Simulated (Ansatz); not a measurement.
Ansatz results at the PBE0-D4/def2-TZVP geometry: HOMO–LUMO gap (PBE0/def2-TZVPP) 4.95 eV; size of the dipole moment (B3LYP/def2-TZVPP) 0.50 D; size of the dipole moment (PBE/def2-TZVPP) 0.51 D.

Each molecule was computed in one conformer, which needn't be the lowest.

(1) Which molecule gave them?
A. `CB1C[Se]1`
B. `C=CCOCF`
C. `[BH2][AlH][O][SiH2]C`
D. `C[SiH]1[SiH2][SiH2]1`

Answers

(1) C. The others give `C[SiH]1[SiH2][SiH2]1`: 5.66, 1.17, 1.23; `C=CCOCF`: 7.80, 1.60, 1.48; `CB1C[Se]1`: 6.03, 1.65, 1.51.

B3LYP here is the variant with VWN-RPA as its local correlation; programs differ in this.
